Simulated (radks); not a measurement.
Results of a calculation; reference values are marked as such.
Spherical quantum dot in the effective-mass picture: electrons in a parabolic well V = omega^2 r^2 / 2 with omega = 2.16, with a point charge +1 (a donor) at the centre, all in effective atomic units (hartree* = m*/eps^2 hartree, bohr* = eps/m* bohr), one dielectric constant everywhere. Level of theory: non-relativistic Kohn-Sham, PBEsol, spin-polarised, spherical densities (a radial shooting solver with Libxc functionals). Levels are named by radial order and angular momentum (1s, 1p, 1d, 2s, ...), and open shells are averaged over m. Results are scaled to m* = 0.056 and eps = 11.3, for which hartree* = 11.93 meV and bohr* = 10.68 nm.

N = 24, configuration 1s2 1p6 1d10 2s2 1f(up 4, down 0). This is the lowest configuration that the search found. Occupied and some empty levels:

level    occupation  eigenvalue (meV)  <r> (nm)
1s up             1            219.53     9.892
1s down           1            219.84     9.771
1p up             3            236.70     13.98
1p down           3            237.42     13.88
2s up             1            250.33     14.25
2s down           1            251.08     14.28
1d up             5            252.53     16.36
1d down           5            253.47     16.30
1f up             4            269.20     18.15
1f down           0            270.27     18.12
2p up             0            271.60     16.15
2p down           0            272.31     16.19
1g up             0            286.88     19.64
1g down           0            287.99     19.65
2d up             0            291.21     17.97
2d down           0            291.92     18.01

Energy (meV): total 3891.70, kinetic 669.31, external 1283.1, Hartree 2140.3, exchange-correlation -201.06.
